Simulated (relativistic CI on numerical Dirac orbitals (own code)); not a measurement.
# Transition arrays of Zn11+

Method of calculation: Dirac-Coulomb-Breit CI, KLI orbitals optimised for each configuration, model QED (radiative potential, 1s self-energy scaled to tabulated hydrogen-like ionisation energies), valence Slater integrals scaled by 0.9, whole transition arrays (own radial code, finite nucleus).

Configuration list (outside the closed core [Ne] 3s2): 3p6 3d, 3p6 4f, 3p5 3d2, 3p6 4p, 3p6 5f. Levels of other configurations are missing.

All E1 lines from the levels of 3p6 3d; mean and standard deviation are weighted by gf, and upper levels are sorted by their leading configuration.

```csv
Upper configuration,Lines,Σgf,Mean (eV),Mean (nm),σ (eV),Strongest line (nm)
3p6 4f,3,7.5,181.48,6.832,0.29,6.841
3p5 3d2,60,27.5,95.38,12.999,4.83,12.571
3p6 4p,3,0.3,134.09,9.246,0.31,9.237
3p6 5f,3,2.6,227.12,5.459,0.30,5.465
```

Σgf per state of the lower configuration in bins of 0.2 nm over the central range (centre: value): 5.5: 0.26, 6.9: 0.75, 9.3: 0.03, 12.5: 1.24, 12.7: 0.62, 13.7: 0.48, 13.9: 0.36.

Q: How do configuration mixing and the scaling of the Slater integrals move the arrays?

A: Slater scale 0.9, no configuration mixing: 3p6 4f 181.1 ± 0.3 eV (Σgf 6.2), 3p5 3d2 95.4 ± 4.7 eV (Σgf 28.2), 3p6 4p 134.0 ± 0.3 eV (Σgf 0.6), 3p6 5f 227.0 ± 0.3 eV (Σgf 2.1); Slater scale 1: 3p6 4f 181.6 ± 0.3 eV (Σgf 7.7), 3p5 3d2 97.6 ± 5.3 eV (Σgf 28.0), 3p6 4p 134.1 ± 0.3 eV (Σgf 0.3), 3p6 5f 227.2 ± 0.3 eV (Σgf 2.7); Slater scale 0.8: 3p6 4f 181.4 ± 0.3 eV (Σgf 7.3), 3p5 3d2 93.1 ± 4.4 eV (Σgf 26.9), 3p6 4p 134.1 ± 0.3 eV (Σgf 0.4), 3p6 5f 227.1 ± 0.3 eV (Σgf 2.6). With mixing, levels are counted to their leading configuration, so an array can shrink or vanish into another, and the sums then hold other lines.
